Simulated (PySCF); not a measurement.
## Tc (technetium, neutral) across methods

[Kr] 4d5 5s1 6s1, high-spin 8S determinant (an excited configuration). Calculation: PySCF 2.14, in x2c-TZVPPall with one added diffuse shell each of s, p, d, f type (9s7p7d3f1g, 95 functions); the spin-free X2C one-electron Hamiltonian (Gaussian nucleus).

```csv
method,E (hartree),mean ε 4d α (eV),mean ε 5s α (eV),mean ε 6s α (eV),Σ⟨r²⟩ (bohr²),⟨S²⟩
PBE0,-4284.80,-13.467,-9.335,-1.781,118.0,15.751
BP86,-4285.63,-11.811,-8.791,-1.593,116.6,15.750
revPBE,-4284.94,-11.759,-8.570,-1.551,118.3,15.751
CAM-B3LYP,-4285.33,-14.628,-10.355,-2.025,118.1,15.750
LDA,-4280.21,-11.791,-8.881,-1.525,114.9,15.750
UHF,-4282.92566,-17.902,-11.072,-2.248,120.8,15.752
PBE,-4284.72,-11.759,-8.630,-1.540,117.2,15.750
LC-wPBE,-4284.70,-16.212,-11.415,-2.508,118.8,15.751
```

Q: Estimate the same row for r2SCAN.

A: E (hartree) = -4285.13; mean ε 4d α (eV) = -12.262; mean ε 5s α (eV) = -8.890; mean ε 6s α (eV) = -1.486; Σ⟨r²⟩ (bohr²) = 117.6; ⟨S²⟩ = 15.751.

The outer electron is Rydberg-like, and this basis confines it to a smaller radius and binds it less than a complete one would.
